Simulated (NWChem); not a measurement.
System: InF3; SMILES [F][In]([F])[F]

All runs: NWChem. Structure relaxed at the PBE0/def2-SVP level. Not confirmed as a minimum by frequencies. def2 effective core potentials on In; no spin-orbit coupling. B3LYP is NWChem's, with the RPA form of VWN correlation. Static field.

### Question
What does the run give for B3LYP/def2-SVPD? Quantities: isotropic polarisability (bohr³); anisotropy (bohr³).

### Answer
The isotropic polarisability (bohr³) comes out as 30.5. The anisotropy (bohr³) comes out as 10.1.
